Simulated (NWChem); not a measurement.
System: C$_{2}$H$_{3}$Br; SMILES C=CBr

NWChem input:

```
start job
memory heap 200 mb stack 900 mb global 1100 mb
geometry units angstroms
  C     -0.336569     2.099832     0.000000
  C      0.517756     1.084871     0.000000
  Br    -0.028055    -0.747324     0.000000
  H     -1.412880     1.963338     0.000000
  H      0.044207     3.118129     0.000000
  H      1.596196     1.190304     0.000000
end
basis spherical
  * library sto-3g
end
dft
  xc hfexch
  iterations 150
end
driver
  maxiter 120
end
task dft optimize
task dft freq
```

Excerpt of the output:

```
             Northwest Computational Chemistry Package (NWChem) 7.3.0
             --------------------------------------------------------

 CS  symmetry detected

                             Geometry "geometry" -> ""
                             -------------------------

 Output coordinates in angstroms (scale by  1.889725989 to convert to a.u.)

  No.       Tag          Charge          X              Y              Z
 ---- ---------------- ---------- -------------- -------------- --------------
    1 C                    6.0000    -0.32884694     2.11764156     0.00000000
    2 C                    6.0000     0.51856425     1.09690098     0.00000000
    3 Br                  35.0000    -0.03967932    -0.73154433     0.00000000
    4 H                    1.0000    -1.40606024     1.98846154     0.00000000
    5 H                    1.0000     0.05883705     3.13332865     0.00000000
    6 H                    1.0000     1.59769552     1.19500626     0.00000000

 Effective nuclear repulsion energy (a.u.)     143.4423506627

      Symmetry information
      --------------------

 Group name             Cs
 Group number              2
 Group order               2
 No. of unique centers     6

                                Z-matrix (autoz)
                                --------

 Units are Angstrom for bonds and degrees for angles

      Type          Name      I     J     K     L     M      Value
      ----------- --------  ----- ----- ----- ----- ----- ----------
    1 Stretch                  1     2                       1.32666
    2 Stretch                  1     4                       1.08493
    3 Stretch                  1     5                       1.08716
    4 Stretch                  2     3                       1.91177
    5 Stretch                  2     6                       1.08358
    6 Bend                     1     2     3               123.32282
    7 Bend                     1     2     6               124.50465
    8 Bend                     2     1     4               122.86092
    9 Bend                     2     1     5               119.40913
   10 Bend                     3     2     6               112.17254
   11 Bend                     4     1     5               117.72996
   12 Torsion                  3     2     1     4           0.00000
   13 Torsion                  3     2     1     5         180.00000
   14 Torsion                  4     1     2     6         180.00000
   15 Torsion                  5     1     2     6           0.00000

  xc_inp: hfexch multiplicative factor not found.

                           NWChem Geometry Optimization
                           ----------------------------

 maximum gradient threshold         (gmax) =   0.000450
 rms gradient threshold             (grms) =   0.000300
 maximum cartesian step threshold   (xmax) =   0.001800
 rms cartesian step threshold       (xrms) =   0.001200
 fixed trust radius                (trust) =   0.300000
 source of zmatrix                         =   autoz

          -------------------
          Energy Minimization
          -------------------

 Using diagonal initial Hessian
 Scaling for Hessian diagonals: bonds = 1.00  angles = 0.25  torsions = 0.10

          --------
          Step   0

                                 NWChem DFT Module
                                 -----------------

 Summary of "ao basis" -> "ao basis" (spherical)
 ------------------------------------------------------------------------------
       Tag                 Description            Shells   Functions and Types
 ---------------- ------------------------------  ------  ---------------------
 C                           sto-3g                  3        5   2s1p
 Br                          sto-3g                  8       18   4s3p1d
 H                           sto-3g                  1        1   1s

      Symmetry analysis of basis
      --------------------------

        a'         24
        a"          7

            General Information
            -------------------
          SCF calculation type: DFT
          Wavefunction type:  closed shell.
          No. of atoms     :     6
          No. of electrons :    50
           Alpha electrons :    25
            Beta electrons :    25
          Charge           :     0
          Spin multiplicity:     1
          Use of symmetry is: on ; symmetry adaption is: on
          Maximum number of iterations: 150
          AO basis - number of functions:    31
                     number of shells:    17
          Convergence on energy requested:  1.00D-06
          Convergence on density requested:  1.00D-05
          Convergence on gradient requested:  5.00D-04

              XC Information
              --------------
                     Hartree-Fock (Exact) Exchange  1.000

      Superposition of Atomic Density Guess
      -------------------------------------

 Sum of atomic energies:       -2620.40180280

      Non-variational initial energy
      ------------------------------

 Total energy =   -2620.865475
 1-e energy   =   -3951.252975
 2-e energy   =    1186.945150
 HOMO         =      -0.110524
 LUMO         =       0.263332

      Symmetry analysis of molecular orbitals - initial
      -------------------------------------------------

  Numbering of irreducible representations:

     1 a'          2 a"

  Orbital symmetries:

     1 a'          2 a'          3 a'          4 a'          5 a"
     6 a'          7 a'          8 a'          9 a'         10 a'
    11 a"         12 a'         13 a'         14 a"         15 a'
    16 a"         17 a'         18 a'         19 a'         20 a'
    21 a'         22 a'         23 a"         24 a'         25 a"
    26 a"         27 a'         28 a'         29 a'         30 a'
    31 a'

   convergence    iter        energy       DeltaE   RMS-Dens  Diis-err
 ---------------- ----- ----------------- --------- --------- ---------
 d= 0,ls=0.0,diis     1  -2621.1271147484 -2.76D+03  2.06D-02  1.71D-01
 d= 0,ls=0.0,diis     2  -2621.1638254997 -3.67D-02  5.71D-03  3.34D-02
 d= 0,ls=0.0,diis     3  -2621.1687556086 -4.93D-03  2.13D-03  1.94D-03
 d= 0,ls=0.0,diis     4  -2621.1692360598 -4.80D-04  4.27D-04  9.26D-05
 d= 0,ls=0.0,diis     5  -2621.1692585962 -2.25D-05  1.54D-04  4.01D-06
  Resetting Diis
 d= 0,ls=0.0,diis     6  -2621.1692603307 -1.73D-06  2.14D-05  1.03D-07
 d= 0,ls=0.0,diis     7  -2621.1692603632 -3.25D-08  2.78D-06  5.52D-09

         Total DFT energy =    -2621.169260363151
      One electron energy =    -3950.718024816024
           Coulomb energy =     1288.153140865621
    Exchange-Corr. energy =     -102.046727075486
 Nuclear repulsion energy =      143.442350662738

 Numeric. integr. density =        0.000000000000

                  Occupations of the irreducible representations
                  ----------------------------------------------

                     irrep           alpha         beta
                     --------     --------     --------
                     a'               19.0         19.0
                     a"                6.0          6.0

                       DFT Final Molecular Orbital Analysis
                       ------------------------------------

 Vector   23  Occ=2.000000D+00  E=-3.990177D-01  Symmetry=a"
              MO Center=  1.1D-01,  7.3D-01,  8.7D-17, r^2= 2.2D+00
   Bfn.  Coefficient  Atom+Function         Bfn.  Coefficient  Atom+Function
  ----- ------------  ---------------      ----- ------------  ---------------
    23      0.574117  3 Br pz                10      0.550033  2 C  pz
     5      0.441533  1 C  pz                19     -0.172696  3 Br pz
    15      0.057232  3 Br pz

 Vector   24  Occ=2.000000D+00  E=-3.174597D-01  Symmetry=a'
              MO Center= -1.4D-02, -6.6D-01,  3.1D-17, r^2= 1.4D+00
   Bfn.  Coefficient  Atom+Function         Bfn.  Coefficient  Atom+Function
  ----- ------------  ---------------      ----- ------------  ---------------
    21      0.978609  3 Br px                17     -0.286493  3 Br px
    22     -0.280020  3 Br py                31     -0.129322  6 H  s
    13      0.094864  3 Br px                18      0.082023  3 Br py
     4     -0.078013  1 C  py                 8     -0.076093  2 C  px
     2      0.074170  1 C  s                  3      0.041820  1 C  px

[...]

      ----------------------
      Optimization converged
      ----------------------

  Step       Energy      Delta E   Gmax     Grms     Xrms     Xmax
  ---- ---------------- -------- -------- -------- -------- --------
@    4   -2621.17087709 -4.4D-07  0.00007  0.00003  0.00078  0.00164
                                     ok       ok       ok       ok

                                Z-matrix (autoz)
                                --------

 Units are Angstrom for bonds and degrees for angles

      Type          Name      I     J     K     L     M      Value     Gradient
      ----------- --------  ----- ----- ----- ----- ----- ---------- ----------
    1 Stretch                  1     2                       1.30914    0.00006
    2 Stretch                  1     4                       1.08194   -0.00005
    3 Stretch                  1     5                       1.08229   -0.00007
    4 Stretch                  2     3                       1.87375    0.00003
    5 Stretch                  2     6                       1.08499    0.00002
    6 Bend                     1     2     3               124.29468    0.00000
    7 Bend                     1     2     6               121.41805   -0.00001
    8 Bend                     2     1     4               122.89263   -0.00002
    9 Bend                     2     1     5               120.85510    0.00003
   10 Bend                     3     2     6               114.28727    0.00001
   11 Bend                     4     1     5               116.25227   -0.00001
   12 Torsion                  3     2     1     4           0.00000    0.00000
   13 Torsion                  3     2     1     5         180.00000    0.00000
   14 Torsion                  4     1     2     6         180.00000    0.00000
   15 Torsion                  5     1     2     6           0.00000    0.00000

                         Geometry "geometry" -> "geometry"
                         ---------------------------------

 Output coordinates in angstroms (scale by  1.889725989 to convert to a.u.)

  No.       Tag          Charge          X              Y              Z
 ---- ---------------- ---------- -------------- -------------- --------------
    1 C                    6.0000    -0.31506349     2.10187967     0.00000000
    2 C                    6.0000     0.50491285     1.08135242     0.00000000
    3 Br                  35.0000    -0.04054171    -0.71124674     0.00000000
    4 H                    1.0000    -1.39129918     1.99087685     0.00000000
    5 H                    1.0000     0.06154779     3.11652873     0.00000000
    6 H                    1.0000     1.58095406     1.22040373     0.00000000

 Effective nuclear repulsion energy (a.u.)     145.5126151165

      Symmetry information
      --------------------

 Group name             Cs
 Group number              2
 Group order               2
 No. of unique centers     6

                Final and change from initial internal coordinates
                --------------------------------------------------

                                Z-matrix (autoz)
                                --------

 Units are Angstrom for bonds and degrees for angles

      Type          Name      I     J     K     L     M      Value       Change
      ----------- --------  ----- ----- ----- ----- ----- ---------- ----------
    1 Stretch                  1     2                       1.30914   -0.01752
    2 Stretch                  1     4                       1.08194   -0.00299
    3 Stretch                  1     5                       1.08229   -0.00487
    4 Stretch                  2     3                       1.87375   -0.03802
    5 Stretch                  2     6                       1.08499    0.00141
    6 Bend                     1     2     3               124.29468    0.97187
    7 Bend                     1     2     6               121.41805   -3.08660
    8 Bend                     2     1     4               122.89263    0.03171
    9 Bend                     2     1     5               120.85510    1.44597
   10 Bend                     3     2     6               114.28727    2.11473
   11 Bend                     4     1     5               116.25227   -1.47768
   12 Torsion                  3     2     1     4           0.00000    0.00000
   13 Torsion                  3     2     1     5         180.00000    0.00000
   14 Torsion                  4     1     2     6         180.00000    0.00000
   15 Torsion                  5     1     2     6           0.00000    0.00000

[...]

 Rotational Constants
 --------------------
 A=   1.904733 cm-1  (  2.740425 K)
 B=   0.138916 cm-1  (  0.199865 K)
 C=   0.129473 cm-1  (  0.186279 K)

 Temperature                      =   298.15K
 frequency scaling parameter      =   1.0000

 Zero-Point correction to Energy  =   31.132 kcal/mol  (  0.049612 au)
 Thermal correction to Energy     =   33.271 kcal/mol  (  0.053021 au)
 Thermal correction to Enthalpy   =   33.863 kcal/mol  (  0.053965 au)

 Total Entropy                    =   64.937 cal/mol-K
   - Translational                =   39.900 cal/mol-K (mol. weight = 106.9400)
   - Rotational                   =   23.359 cal/mol-K (symmetry #  =        1)
   - Vibrational                  =    1.678 cal/mol-K

 Cv (constant volume heat capacity) =    9.749 cal/mol-K
   - Translational                  =    2.979 cal/mol-K
   - Rotational                     =    2.979 cal/mol-K
   - Vibrational                    =    3.790 cal/mol-K

[normal modes left out]

 ----------------------------------------------------------------------------
 Normal Eigenvalue ||           Projected Infra Red Intensities
  Mode   [cm**-1]  || [atomic units] [(debye/angs)**2] [(KM/mol)] [arbitrary]
 ------ ---------- || -------------- ----------------- ---------- -----------
    1       -0.000 ||    0.000260           0.006         0.253       0.287
    2        0.000 ||    0.000204           0.005         0.199       0.225
    3        0.000 ||    0.000151           0.003         0.147       0.166
    4        0.000 ||    0.000050           0.001         0.049       0.055
    5        0.000 ||    0.000902           0.021         0.880       0.996
    6        0.000 ||    0.000194           0.004         0.189       0.214
    7      395.004 ||    0.000537           0.012         0.524       0.593
    8      698.110 ||    0.001194           0.028         1.164       1.318
    9      762.591 ||    0.015065           0.348        14.686      16.633
   10     1151.430 ||    0.016219           0.374        15.811      17.907
   11     1204.039 ||    0.005494           0.127         5.356       6.066
   12     1207.719 ||    0.010514           0.243        10.249      11.608
   13     1516.624 ||    0.025144           0.580        24.512      27.762
   14     1675.572 ||    0.010296           0.238        10.037      11.368
   15     2008.742 ||    0.018324           0.423        17.863      20.231
   16     3648.902 ||    0.052901           1.220        51.571      58.409
   17     3709.253 ||    0.003582           0.083         3.492       3.955
   18     3809.536 ||    0.001997           0.046         1.947       2.205
 ----------------------------------------------------------------------------
```

Level: Hartree-Fock/STO-3G. This build's default masses of Se (78.918 u) and Br (79.917 u) are each other's, which moves their modes by up to 0.6 %.
